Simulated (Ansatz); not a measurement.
Species: methylselanylmethylselanylethane, C$_{4}$H$_{10}$Se$_{2}$, charge 0, multiplicity 1. SMILES: C([Se]C)[Se]CC
Structure (B3LYP-D3(BJ)/def2-TZVP (Ansatz, a program for electronic structure) minimum search):
```
C
H 1 1.0867
H 1 1.0879 2 109.74
Se 1 1.9532 2 106.68 3 118.53
Se 1 1.9694 2 109.98 3 -120.13
C 5 1.9660 1 97.22 2 75.78
H 6 1.0876 5 110.40 1 -62.49
H 6 1.0880 7 110.55 5 -122.14
H 6 1.0882 7 109.48 8 -120.67
C 4 1.9753 1 97.09 2 -166.05
H 10 1.0885 4 106.63 1 -49.66
H 10 1.0894 11 108.99 4 -115.72
C 10 1.5190 11 111.76 12 -123.64
H 13 1.0908 10 111.22 11 -57.27
H 13 1.0916 14 108.10 10 122.82
H 13 1.0922 14 107.99 15 116.28
```
Charge 0, spin multiplicity 1.

Parts of the frozen-core correlation energy in cc-pVQZ (Ansatz, hartree). Frozen orbitals: 32; correlated occupied orbitals by spin: 19 and 19; virtual: 605 and 605. No spin-orbit coupling. No relativistic terms.

```json
[
 {"term": "reference (HF)", "value": "-4957.12987"},
 {"term": "MP2 opposite-spin", "value": "-0.85373"},
 {"term": "MP2 same-spin", "value": "-0.23925"},
 {"term": "CCSD correlation", "value": "-1.14902"},
 {"term": "(T)", "value": "-0.05299"},
 {"term": "T1 diagnostic", "value": "0.011"},
 {"term": "largest doubles amplitude", "value": "0.015"}
]
```
